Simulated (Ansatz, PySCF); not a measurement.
CH₂BNO₃, SMILES O=C=NB(O)O.

The structure is a stationary point at ωB97X-D3(BJ)/def2-SVP. The structure was generated by enumeration, and PubChem lists no compound with its InChIKey, so it may never have been made. Other conformers were not sampled.

Vertical ionisation energy (IE) and electron affinity (EA) in eV. Rows of orbital energies are one-electron estimates. Where ΔSCF, EOM or ADC give a negative EA the extra electron is unbound and the value depends on the basis.

| level | IE | EA |
|---|---|---|
| −ε(HOMO), −ε(LUMO), ωB97X/def2-TZVP (PySCF) | 11.29 | -2.21 |
| −ε(HOMO), −ε(LUMO), PBE/def2-TZVP (PySCF) | ? | ? |
| ΔSCF, CAM-B3LYP/def2-SVPD (Ansatz), final states of multiplicity 2 and 2 | 11.58 | -0.73 |
| ΔSCF, PBE/def2-SVPD (Ansatz), final states of multiplicity 2 and 2 | 10.92 | -0.53 |

**Question.** Fill in the missing entries. (The exact figures need the calculation; the answer reports its results.)

**Answer.** 
- −ε(HOMO), −ε(LUMO), PBE/def2-TZVP (PySCF), IE: 7.40
- −ε(HOMO), −ε(LUMO), PBE/def2-TZVP (PySCF), EA: 1.01

**Question.** What vertical singlet–triplet gap does ΔSCF give with CAM-B3LYP/def2-SVPD (Ansatz, a program for electronic structure) and with PBE/def2-SVPD (Ansatz)? (Estimate from the structure and the level; the computed values follow.)

**Answer.** 6.52 and 6.17 eV (triplet above singlet where positive).
